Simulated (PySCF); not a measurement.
How methods differ on the excitation energy of Be

Be [He] 2s2 (1S) → Be [He] 2s1 3d1, s spin flipped, as a difference of total energies. All numbers are calculated (PySCF 2.14, the spin-free X2C one-electron Hamiltonian (Gaussian nucleus), in aug-cc-pCVQZ-DK). Correlated levels: valence: 1s2 frozen; valence and next inner shell: nothing frozen. The calculations carry no spin-orbit coupling.

```
                                method  excitation energy (eV)
                                   UHF                   7.774
                                   LDA                   8.061
                                   PBE                   7.814
                                r2SCAN                   7.642
                                  BLYP                   7.770
                                revPBE                   7.718
                         MP2 (valence)                   8.375
                     SCS-MP2 (valence)                   8.496
    MP2 (valence and next inner shell)                   8.409
SCS-MP2 (valence and next inner shell)                   8.525
```

Task: Estimate what wB97M-V gives.

Result: 8.770 eV, closest to SCS-MP2 (valence and next inner shell) among the rows shown.

Task: Estimate what PBE0 gives.

Result: 7.946 eV, closest to LDA among the rows shown.

The upper determinant mixes two multiplicities, so it lies between the two terms.

The promoted electron is Rydberg-like, and one or two diffuse shells describe it only roughly, which tends to raise the upper state.

In the upper state the promoted electron has a positive orbital energy at LDA, PBE, PBE0, r2SCAN, BLYP, revPBE, so the basis confines it.
